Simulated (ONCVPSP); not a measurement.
An all-electron radial function and its pseudo partner (Ge)

Columns: radius, all-electron u(r) and pseudo u(r) of the 3s shell (level -177.52 eV) of germanium in the configuration [Ne] 3s2 3p6 3d10 4s2 4p1; PBE, scalar-relativistic, ONCV scheme, ONCVPSP 4.0.1.

```tsv
r (bohr)	all-electron	pseudo
0.055	0.0928	0.1628
0.110	-0.6345	0.3285
0.165	-0.7215	0.4979
0.220	-0.3475	0.6692
0.275	0.1774	0.8369
0.330	0.6643	0.9927
0.385	1.0338	1.1266
0.440	1.2704	1.2292
0.495	1.3891	1.2937
0.550	1.4165	1.3167
0.605	1.3793	1.2997
0.660	1.3001	1.2472
0.715	1.1966	1.1667
0.770	1.0818	1.0677
0.825	0.9644	0.9591
0.880	0.8504	0.8488
0.935	0.7432	0.7428
0.990	0.6448	0.6446
1.045	0.5561	0.5559
1.100	0.4772	0.4771
1.155	0.4078	0.4077
1.210	0.3472	0.3471
1.265	0.2947	0.2946
1.320	0.2495	0.2494
1.375	0.2107	0.2106
1.430	0.1776	0.1775
```

(1) How many radial nodes do the two functions have?

(2) At about which radius was the pseudo-wave matched?

(3) Where does each function peak?

(4) Is the pseudo-wave norm-conserving?

Results:

(1) The all-electron 3s function has n − l − 1 = 2; the pseudo-wave has 0, since the states of the same l below it are removed with the core.

(2) 1.10 bohr. The columns agree to 0.0005 from 0.94 bohr on; several derivatives are matched, so the curves merge somewhat inside the radius.

(3) Outermost all-electron maximum near 0.55 bohr, pseudo maximum near 0.55 bohr (to the table’s step).

(4) Yes: the ONCV scheme keeps the norm inside the radius equal to the all-electron one, which fixes the energy derivative of the logarithmic derivative at the level.
